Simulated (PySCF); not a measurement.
B(F)2(NCO) (CBF2NO), SMILES FB(N=C=O)F. Atoms are numbered in the order given.

```xyz
6

B      0.0066    -0.9792     0.0000
F      0.9920    -1.8575     0.0000
F     -1.2363    -1.4321     0.0000
N      0.2853     0.4120     0.0000
C      0.0879     1.5980     0.0000
O     -0.0447     2.7538     0.0000
```

The structure is a stationary point at ωB97X-D3(BJ)/def2-SVP. The values are those of a single conformer.

All values below come from TDA-M06-2X/def2-SVPD (PySCF 2.14.0).

Vertical excitations.  State labels are in the subgroup Cs.

```tsv
state	symmetry	energy (eV)	λ (nm)	f	main pairs
S1	A"	6.54	189	0.000	HOMO→LUMO 93 %
S2	A'	7.44	167	0.060	HOMO−1→LUMO 61 %, HOMO→LUMO+3 29 %
S3	A"	7.83	158	0.001	HOMO−1→LUMO+3 75 %
S4	A'	8.29	150	0.014	HOMO→LUMO+1 84 %
S5	A"	8.58	145	0.005	HOMO−1→LUMO+1 77 %, HOMO−1→LUMO+3 13 %
S6	A'	9.74	127	0.015	HOMO→LUMO+2 83 %
S7	A"	9.97	124	0.010	HOMO−1→LUMO+2 82 %
S8	A"	10.18	122	0.001	HOMO−2→LUMO 32 %, HOMO→LUMO+9 18 %, HOMO→LUMO+5 18 %, HOMO→LUMO+11 9 %
S9	A'	10.27	121	1.043	HOMO→LUMO+3 35 %, HOMO−1→LUMO 27 %, HOMO−1→LUMO+5 15 %, HOMO−1→LUMO+9 6 %
S10	A"	10.62	117	0.000	HOMO−2→LUMO 57 %, HOMO→LUMO+5 22 %
T1	A'	6.38	194	0	HOMO−1→LUMO 86 %
T2	A"	6.40	194	0	HOMO→LUMO 94 %
T3	A'	7.07	175	0	HOMO→LUMO+3 76 %
T4	A"	7.55	164	0	HOMO−1→LUMO+3 80 %
```
Triplets are in the Tamm–Dancoff approximation.
